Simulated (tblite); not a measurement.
C6H11FNPSi.
Cartesian coordinates in Å at the GFN2-xTB level; atoms count from 1:
```
atom  x, y, z in Å
N1     2.865   -0.011   -1.847
C2     2.742    0.129   -0.717
C3     2.536    0.297    0.686
P4     0.714    0.217    1.171
C5     0.277   -1.369    0.301
C6    -1.231   -1.611    0.342
Si7   -2.174   -0.254   -0.589
F8    -3.729   -0.326   -0.141
C9    -1.479    1.432   -0.067
C10    0.049    1.428   -0.076
H11    3.060   -0.491    1.235
H12    2.926    1.268    1.006
H13    0.804   -2.177    0.820
H14    0.636   -1.338   -0.732
H15   -1.559   -1.640    1.385
H16   -1.450   -2.594   -0.079
H17   -2.186   -0.449   -2.034
H18   -1.839    2.223   -0.727
H19   -1.831    1.684    0.937
H20    0.433    2.417    0.200
H21    0.429    1.183   -1.073
```

Level: GFN2-xTB in tblite, geometry and Hessian alike; calculated harmonic values, unscaled, isolated species. This tight-binding method is rough: wavenumbers can miss measured ones by several per cent, in bad cases by 10 to 20. Modes of hydrogen on silicon can be 10 to 20 % off. One conformer, not necessarily the lowest.

Harmonic wavenumbers (cm⁻¹): 46.9, 64.9, 107.7, 148.7, 176.2, 185.9, 190.4, 212.9, 242.6, 311.0, 338.9, 370.4, 398.6, 499.6, 606.3, 632.6, 653.5, 673.2, 685.4, 701.5, 706.1, 784.4, 793.8, 810.9, 815.5, 835.2, 904.2, 1000.9, 1058.2, 1059.3, 1059.7, 1072.3, 1083.1, 1140.6, 1150.2, 1170.3, 1256.2, 1266.6, 1287.6, 1291.1, 1384.7, 1445.3, 1454.5, 1468.0, 1470.8, 2303.5, 2390.0, 2919.2, 2924.5, 2935.4, 2939.0, 2942.1, 2949.0, 2955.8, 2959.4, 2973.6, 2977.6.

A = 1904, B = 561.8, C = 554.7 MHz; mass 175.038 u (most abundant isotopes); point group Cs, symmetry number 1.

Task: What is the zero-point energy?

Result: Half the sum of the wavenumbers: 34593 cm⁻¹ = 413.82 kJ/mol.

Task: Entropy at 298.15 K, 1 bar (ideal gas, RRHO, classical rotation)?

Result: Translation 173.27, rotation 128.33, vibration 148.94: S = 450.5 J/(mol K).

Task: And Cp and H(298.15 K) − H(0)?

Result: Cp = 193.09 J/(mol K), of which vibrations give 159.84 (their classical limit is 57 R = 473.9); H(298.15 K) − H(0) = 33.84 kJ/mol without the zero-point energy, 23.93 from vibrations.

Task: What must be added to the electronic energy to get the Gibbs energy at 298.15 K and 1 bar?

Result: ZPE + [H(298.15 K) − H(0)] − T·S = 413.82 + 33.84 − 134.33 = 313.33 kJ/mol.

Task: Blend soft modes into free rotors: weight 1/[1 + (100 cm⁻¹/ν̃)⁴] for the oscillator and the rest for a rotor with moment μB/(μ + B), μ = h/(8π²ν), B = 10⁻⁴⁴ kg m². What vibrational entropy results?

Result: 138.95 J/(mol K) in place of 148.94, which changes −T·S at 298.15 K by +2.98 kJ/mol.

Task: Which modes carry the vibrational entropy at 298.15 K?

Result: 46.9 cm⁻¹: 20.69; 64.9 cm⁻¹: 18.00; 107.7 cm⁻¹: 13.85; 148.7 cm⁻¹: 11.25; 176.2 cm⁻¹: 9.91; 185.9 cm⁻¹: 9.49 J/(mol K); the other 51 give 65.76 together.

Task: How do the functions run with temperature in this model?

Result: 
```json
{"T (K)": "50", "S (J/(mol K))": "256.1", "Cp (J/(mol K))": "57.6", "H − H(0) (kJ/mol)": "2.13", "G − H(0) (kJ/mol)": "-10.68", "ln q(vib)": "0.55"}
{"T (K)": "100", "S (J/(mol K))": "306.2", "Cp (J/(mol K))": "89.5", "H − H(0) (kJ/mol)": "5.84", "G − H(0) (kJ/mol)": "-24.78", "ln q(vib)": "1.90"}
{"T (K)": "373.15", "S (J/(mol K))": "497.9", "Cp (J/(mol K))": "229.5", "H − H(0) (kJ/mol)": "49.72", "G − H(0) (kJ/mol)": "-136.07", "ln q(vib)": "10.68"}
{"T (K)": "500", "S (J/(mol K))": "572.4", "Cp (J/(mol K))": "280.1", "H − H(0) (kJ/mol)": "82.19", "G − H(0) (kJ/mol)": "-204.03", "ln q(vib)": "14.73"}
{"T (K)": "750", "S (J/(mol K))": "700.0", "Cp (J/(mol K))": "348.0", "H − H(0) (kJ/mol)": "161.40", "G − H(0) (kJ/mol)": "-363.58", "ln q(vib)": "22.34"}
{"T (K)": "1000", "S (J/(mol K))": "806.5", "Cp (J/(mol K))": "391.6", "H − H(0) (kJ/mol)": "254.21", "G − H(0) (kJ/mol)": "-552.26", "ln q(vib)": "29.31"}
```

q(vib) and H(0) count from the zero-point level.

Hindered rotation and anharmonicity are outside this model. Other conformers, if any are populated, would add a mixing term that is left out.
